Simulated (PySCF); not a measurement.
## InN₂ + Br₂ → InBr₂ + N₂

Level: PBE0 in the def2-TZVP basis family, computed in PySCF with density fitting; scalar-relativistic core potentials for atoms from Rb on, none lighter, no spin–orbit coupling; open shells unrestricted.

```tsv
species	state and structure	E (Eh)	ZPE (kJ/mol)	H(298 K) − H(0) (kJ/mol)	S° (J/(mol K))
InN₂	quartet, D∞h, In–N 1.986 Å (×2)	-299.30106	7.8	13.3	274.5
Br₂	singlet, D∞h, Br–Br 2.281 Å	-5147.70672	2.0	9.7	244.8
InBr₂	doublet, C2v, In–Br 2.505 Å (×2); Br–In–Br 121.4°	-5337.95275	3.1	14.8	336.9
N₂	singlet, D∞h, N–N 1.089 Å	-109.44629	14.9	8.7	191.4
```

Q: What is the electronic reaction energy?

A: At PBE0/def2-TZVP, ΔE = -1027.3 kJ/mol from the differences of the total energies times 2625.5, downhill. 

Q: Add zero-point, thermal and entropy terms for 298.15 K and 1 bar.

A: ΔZPE = 8.2 and Δ[H(298) − H(0)] = 0.5 kJ/mol give ΔH° = -1018.6 kJ/mol. ΔS° = 9.0 J/(mol K), so ΔG° = -1018.6 − 298.15 × (0.0090) = -1021 kJ/mol.

Some spin contamination: InN₂ (⟨S²⟩ 3.90). The structures come from searches over a few start shapes, so lower isomers are not excluded.
